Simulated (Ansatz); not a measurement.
Molecule: CH3Si (charge -1, singlet). It need not be the lowest isomer of its formula. Whether it binds its extra electron was not tested at this geometry. SMILES: C=[SiH-]
Geometry from a B3LYP-D3(BJ)/def2-TZVP (Ansatz, an electronic-structure program) optimisation:
```xyz
5

C     -1.1106     0.0255    -0.0478
Si     0.6494    -0.1171     0.0297
H     -1.6901     0.9483    -0.0880
H     -1.7425    -0.8651    -0.0598
H      1.0043     1.4034     0.0193
```
Charge -1, spin multiplicity 1.

Parts of the frozen-core correlation energy in STO-3G (Ansatz, hartree). Frozen orbitals: 6; correlated occupied orbitals by spin: 6 and 6; virtual: 5 and 5. Spin-orbit coupling is left out. Non-relativistic. The restricted reference is unstable.

| term | value |
|---|---|
| reference (HF) | -324.44976 |
| MP2 opposite-spin | (withheld) |
| MP2 same-spin | (withheld) |
| CCSD correlation | -0.13484 |
| (T) | (withheld) |
| FCI minus CCSD(T) | -0.00052 |
| T1 diagnostic | 0.030 |
| largest doubles amplitude | 0.227 |

Question: Some entries are withheld; supply them.

Answer: 
- MP2 opposite-spin, value: -0.09032
- MP2 same-spin, value: -0.01426
- (T), value: -0.00331
